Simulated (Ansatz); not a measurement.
## CHF3O3S (triflic acid): entropy by statistical mechanics

A singlet with charge 0, relaxed at HF/6-31G* (Cartesian functions) (Ansatz 0.2.0):

```xyz
9

O     1.4446   -0.5633    0.9844
S     0.2893   -0.7547    0.1853
O     0.1492   -1.8170   -0.7305
O    -0.9727   -0.7359    1.1210
C     0.0063    0.7902   -0.7270
F    -0.0662    1.7843    0.1226
F     1.0050    0.9853   -1.5433
F    -1.1070    0.7159   -1.4015
H    -0.7486   -0.4046    1.9890
```

Harmonic wavenumbers in cm⁻¹: 66, 206, 213, 331, 343, 375, 393, 497, 544, 613, 620, 684, 859, 966, 1266, 1281, 1406, 1426, 1439, 1557, 4018.

Masses in u: O 15.999, S 32.06, C 12.011, F 18.998, H 1.008. Take T = 298.15 K, p = 1 bar, R = 8.3145 J/(mol K), kT/hc = 207.22 cm⁻¹, rigid rotor and harmonic oscillator.

Work out S° at 298 K.


1. Translation (Sackur–Tetrode): S = R[3/2 ln M + 5/2 ln T − 1.1517] with M = 150.07 gives 171.4 J/(mol K).
2. Rotation: principal moments 186.270, 311.139, 313.975 u Å² give A, B, C = 0.0905, 0.0542, 0.0537 cm⁻¹; the symmetry number is σ = 1; q = (√π/σ)√((kT/hc)³/ABC) = 325770; S = R(ln q + 3/2) = 118.0.
3. Vibration: with u = ν̃/207.22, each mode gives R[u/(eᵘ − 1) − ln(1 − e⁻ᵘ)]; the sum is 65.5, most from 66 cm⁻¹ (17.9), 206 cm⁻¹ (8.7), 213 cm⁻¹ (8.4).
4. Spin and the two mirror images of this shape: R ln 2 = 5.8.
5. Sum: 171.4 + 118.0 + 65.5 + 5.8 = 360.7 J/(mol K).

No measured value is set beside it here. Where a soft mode is a torsion, a harmonic oscillator describes it poorly.
